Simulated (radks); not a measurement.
Values are calculated unless marked as measured or tabulated.
Coulomb parameter of the 4f shell of the thulium ion Tm+ in the model configuration [Xe] 4f11 5d2 6s1, as a second difference U = [E(n + 0.5) + E(n - 0.5) - 2 E(n)] / (0.5)^2 with all orbitals relaxed. "Bare": the charge of the atom changes with n. "Screened": the 5d shell takes up the change at fixed total charge, which measures U(4f,4f) + U(5d,5d) - 2 U(4f,5d). Code: a radial shooting solver on a logarithmic mesh with Libxc functionals. Model: scalar-relativistic Kohn-Sham, PBE, spin-unpolarised, spherical densities, point nucleus.

case                   configuration  E - E(n) (eV)
start              [Xe] 4f11 5d2 6s1          0.000
bare +0.5        [Xe] 4f11.5 5d2 6s1         -9.633
bare -0.5        [Xe] 4f10.5 5d2 6s1         13.925
screened +0.5  [Xe] 4f11.5 5d1.5 6s1         -6.232
screened -0.5  [Xe] 4f10.5 5d2.5 6s1          7.766

U(bare) = 17.169 eV, U(screened by 5d) = 6.138 eV, against the Slater integral F0(4f,4f) = 35.125 eV with frozen orbitals.
